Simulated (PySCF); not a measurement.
A calculated (r2SCAN, PySCF 2.14, jorge-DZP-DKH, scalar relativity by spin-free X2C-1e) atom or ion has these occupied shells.

```csv
shell,electrons,orbital energy (eV),"rms radius, mean of both spins (bohr)"
1s α,1,-890.62,0.183
1s β,1,-887.84,0.183
2s α,1,-82.901,0.919
2s β,1,-75.727,0.919
2p α,3,-58.356,0.904
2p β,1,-53.638,0.904
```

Name the element and its charge.

Ne²⁺ (neon, charge +2), in [He] 2s2 2p4, high-spin 3P determinant.
